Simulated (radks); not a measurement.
The numbers below are computed, except where a source is named.
Coulomb parameter of the 5d shell of the osmium ion Os+ in the model configuration [Xe] 4f14 5d5.5 6s1.5, as a second difference U = [E(n + 0.5) + E(n - 0.5) - 2 E(n)] / (0.5)^2 with all orbitals relaxed. "Bare": the charge of the atom changes with n. "Screened": the 6s shell takes up the change at fixed total charge, which measures U(5d,5d) + U(6s,6s) - 2 U(5d,6s). Level of theory: scalar-relativistic Kohn-Sham, r2SCAN, spin-unpolarised, spherical densities, finite nucleus; meta-GGA in the generalised Kohn-Sham scheme; Fermi nuclear charge, rms radius 5.4126 fm (a radial shooting solver on a logarithmic mesh with Libxc functionals).

case,configuration,E - E(n) (eV)
start,[Xe] 4f14 5d5.5 6s1.5,0.000
bare +0.5,[Xe] 4f14 5d6 6s1.5,-6.360
bare -0.5,[Xe] 4f14 5d5 6s1.5,9.008
screened +0.5,[Xe] 4f14 5d6 6s1,-0.702
screened -0.5,[Xe] 4f14 5d5 6s2,0.903

U(bare) = 10.590 eV, U(screened by 6s) = 0.803 eV, against the Slater integral F0(5d,5d) = 14.387 eV with frozen orbitals.
